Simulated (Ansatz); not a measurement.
Ideal-gas functions of C2H4N2Si (`N=C[SiH]1C=N1`) at 800 K and 1 bar, from an Ansatz frequency run at PBE0-D4/def2-TZVP.

Molar mass 84.15 g/mol, point group C1 (symmetry number 1), electronic degeneracy 1, moments of inertia 30.953, 215.947, 222.391 u Å². Harmonic wavenumbers (cm⁻¹, unscaled): 97, 161, 233, 341, 581, 663, 671, 709, 790, 829, 847, 1142, 1161, 1185, 1391, 1605, 1672, 2293, 3005, 3108, 3440.

Use S(trans) = R[1.5 ln M + 2.5 ln T − 1.1517]; rotational temperatures θ = 24.2544 K / I; S(rot) = R[ln(√π/σ · √(T³/θAθBθC)) + 1.5]; for each mode x = 1.438777 ν̃/T, S = R[x/(eˣ − 1) − ln(1 − e⁻ˣ)] and H = RT x/(eˣ − 1); 1 cm⁻¹ = 0.0119627 kJ/mol; R = 8.31446 J/(mol·K).

Question: By hand: the entropy, in J/(mol·K).

Answer: Translation 184.7. Rotation: θ = 0.7836, 0.1123, 0.1091 K, giving 119.9. Vibration, mode by mode: 22.84, 18.65, 15.61, 12.51, 8.32, 7.33, 7.24, 6.84, 6.06, 5.72, 5.58, 3.65, 3.56, 3.44, 2.57, 1.89, 1.72, 0.70, 0.24, 0.21, 0.12, in all 134.8. Electronic 0.0. Sum 439.4 J/(mol·K).

Question: By hand: H − E and G − E in kJ/mol, counted from the electronic energy.

Answer: Zero-point energy ½ × 25924 × 0.0119627 = 155.1; thermal vibration 55.0; translation, rotation and pV give 4 RT = 26.6. H − E = 236.7 kJ/mol, and G − E = 236.7 − 800 × 439.4/1000 = -114.8 kJ/mol.

Vibration gives 31 % of the entropy, 22.8 J/(mol·K) of it from the mode under 150 cm⁻¹: soft modes count most, and the harmonic formula is weakest for them. The sum counts one conformer and one mirror image; others add a mixing term.
